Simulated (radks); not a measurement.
Polarisability of neutral thallium, [Hg] 6p1, at imaginary frequency. All-electron calculation, scalar-relativistic Kohn-Sham, LDA (Slater exchange, VWN5 correlation), spin-polarised, spherical densities, finite nucleus; open shells are filled with parallel spins first (spin-orbit coupling, left out, can overturn this in heavy ions); Fermi nuclear charge, rms radius 5.4759 fm. Program: a radial shooting solver on a logarithmic mesh with Libxc functionals. Response by self-consistent Sternheimer equations with the Hartree and adiabatic LDA kernel, the relativistic mass of each level held fixed and spin-orbit coupling left out.

w (hartree)  alpha1(iw) (bohr^3)
0.00266                    78.43
0.0143                     77.39
0.0360                     72.35
0.0697                     61.27
0.118                      47.17
0.186                      34.26
0.280                      24.08
0.413                      16.50
0.605                      11.06
0.892                      7.235
1.35                       4.521
2.12                       2.572
3.59                       1.233
6.94                      0.4516
17.5                      0.1068

Static values: alpha1 = 78.46 bohr^3 (11.63 angstrom^3; uncoupled 105.9). C6 = 796.1, triple-dipole C9 = 40660 atomic units. One-pole (London) frequency 4 C6 / (3 alpha1^2) = 0.172 hartree, against 0.102 for minus the highest occupied eigenvalue. Recommended static value: 50 bohr^3 (Schwerdtfeger and Nagle, 2023 table).
